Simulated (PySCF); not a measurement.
PySCF run on Zn

File input.py (PySCF 2.14):

```python
from pyscf import gto, scf, cc

mol = gto.M(
    atom='Zn 0 0 0',
    basis='ano-rcc-vdzp',
    charge=0,
    spin=0,
    symmetry=True,
    verbose=4,
)
mf = scf.RHF(mol)
mf = mf.sfx2c1e()
mf.kernel()
mycc = cc.CCSD(mf, frozen=5)
mycc.kernel()
mycc.ccsd_t()
mf.dip_moment()
print('orbital energies (hartree):', mf.mo_energy[..., max(0, mol.nelec[1]-3):mol.nelec[0]+3].round(4))
```

```bash
$ OMP_NUM_THREADS=1 python input.py
```

It prints (some set-up lines removed):

```
PySCF version 2.14.0

[INPUT] Symbol           X                Y                Z      unit          X                Y                Z       unit  Magmom
[INPUT]  1 Zn     0.000000000000   0.000000000000   0.000000000000 AA    0.000000000000   0.000000000000   0.000000000000 Bohr   0.0

nuclear repulsion = 0
point group symmetry = SO3
symmetry origin: [0. 0. 0.]
symmetry axis x: [1. 0. 0.]
symmetry axis y: [0. 1. 0.]
symmetry axis z: [0. 0. 1.]
num. orbitals of irrep s+0 = 5
num. orbitals of irrep p-1 = 4
num. orbitals of irrep p+0 = 4
num. orbitals of irrep p+1 = 4
num. orbitals of irrep d-2 = 2
num. orbitals of irrep d-1 = 2
num. orbitals of irrep d+0 = 2
num. orbitals of irrep d+1 = 2
num. orbitals of irrep d+2 = 2
num. orbitals of irrep f-3 = 1
num. orbitals of irrep f-2 = 1
num. orbitals of irrep f-1 = 1
num. orbitals of irrep f+0 = 1
num. orbitals of irrep f+1 = 1
num. orbitals of irrep f+2 = 1
num. orbitals of irrep f+3 = 1
number of shells = 4
number of NR pGTOs = 158
number of NR cGTOs = 34
basis = ano-rcc-vdzp
ecp = {}

******** <class 'pyscf.x2c.sfx2c1e.sfX2C1eSymAdaptedRHF'> ********
method = sfX2C1eSymAdaptedRHF
initial guess = minao
damping factor = 0
level_shift factor = 0
DIIS = <class 'pyscf.scf.diis.CDIIS'>
SCF conv_tol = 1e-09
SCF max_cycles = 50

******** <class 'pyscf.x2c.sfx2c1e.SpinFreeX2CHelper'> ********
approx = 1e
xuncontract = 1
Freeze 0 electrons in irreps []
    30 free electrons in irreps s+0 p-1 p+0 p+1 d-2 d-1 d+0 d+1 d+2 f-3 f-2 f-1 f+0 f+1 f+2 f+3
Initial guess from minao.
init E= -1794.27348977777
HOMO (s+0) = -0.290580699071026  LUMO (p+0) = 0.0840044937907071  gap/eV = 10.19298
cycle= 1 E= -1794.2743218582  delta_E= -0.000832  |g|= 0.0581  |ddm|= 0.0681
HOMO (s+0) = -0.295220214520413  LUMO (p+0) = 0.080131571884844  gap/eV = 10.21384
cycle= 2 E= -1794.27437980487  delta_E= -5.79e-05  |g|= 0.054  |ddm|= 0.0259
HOMO (s+0) = -0.294379202654695  LUMO (p+0) = 0.080254537390516  gap/eV = 10.19430
cycle= 3 E= -1794.27461145818  delta_E= -0.000232  |g|= 0.00177  |ddm|= 0.0133
HOMO (s+0) = -0.29481529921467  LUMO (p+0) = 0.0797060186122547  gap/eV = 10.19124
cycle= 4 E= -1794.27461250635  delta_E= -1.05e-06  |g|= 3.82e-05  |ddm|= 0.00242
HOMO (s+0) = -0.294811105874847  LUMO (p+0) = 0.07970922796679  gap/eV = 10.19122
cycle= 5 E= -1794.27461250647  delta_E= -1.18e-10  |g|= 6.82e-07  |ddm|= 1.21e-05
HOMO (s+0) = -0.294811145482344  LUMO (p+0) = 0.0797092510134095  gap/eV = 10.19122
Extra cycle  E= -1794.27461250647  delta_E= 6.82e-13  |g|= 1.17e-07  |ddm|= 2.35e-07
converged SCF energy = -1794.27461250647

******** <class 'pyscf.cc.ccsd.CCSD'> ********
CC2 = 0
CCSD nocc = 10, nmo = 29
frozen orbitals 5
max_cycle = 50
direct = 0
conv_tol = 1e-07
conv_tol_normt = 1e-05
Init t2, MP2 energy = -1794.83677408299  E_corr(MP2) -0.562161576521062
Init E_corr(CCSD) = -0.562161576521065
cycle = 1  E_corr(CCSD) = -0.471330542704363  dE = 0.0908310338  norm(t1,t2) = 0.0653651
cycle = 2  E_corr(CCSD) = -0.502665579894961  dE = -0.0313350372  norm(t1,t2) = 0.0257758
cycle = 3  E_corr(CCSD) = -0.495947618709837  dE = 0.00671796119  norm(t1,t2) = 0.0095441
cycle = 4  E_corr(CCSD) = -0.497798681432791  dE = -0.00185106272  norm(t1,t2) = 0.00372271
cycle = 5  E_corr(CCSD) = -0.498084038741376  dE = -0.000285357309  norm(t1,t2) = 0.000210601
cycle = 6  E_corr(CCSD) = -0.498055263269012  dE = 2.87754724e-05  norm(t1,t2) = 4.80518e-05
cycle = 7  E_corr(CCSD) = -0.498051764870948  dE = 3.49839806e-06  norm(t1,t2) = 1.20616e-05
cycle = 8  E_corr(CCSD) = -0.498052353048558  dE = -5.8817761e-07  norm(t1,t2) = 2.46531e-06
cycle = 9  E_corr(CCSD) = -0.498052379444854  dE = -2.63962954e-08  norm(t1,t2) = 6.90181e-07
CCSD converged
E(CCSD) = -1794.77266488591  E_corr = -0.4980523794448538
CCSD(T) correction = -0.0101139556042191
Dipole moment(X, Y, Z, Debye):  0.00000, -0.00000,  0.00000
orbital energies (hartree): [-0.7516 -0.7516 -0.2948  0.0797  0.0797  0.0797]
```

In short: E(SCF) = -1794.274613 Eh, 5 cycles, E(CCSD) − E(SCF) = -0.49805 Eh, (T) = -0.01011 Eh.

It ran on Arm Neoverse V1 (1 thread, shared host) in 3.2 s, peak memory 0.12 GiB.
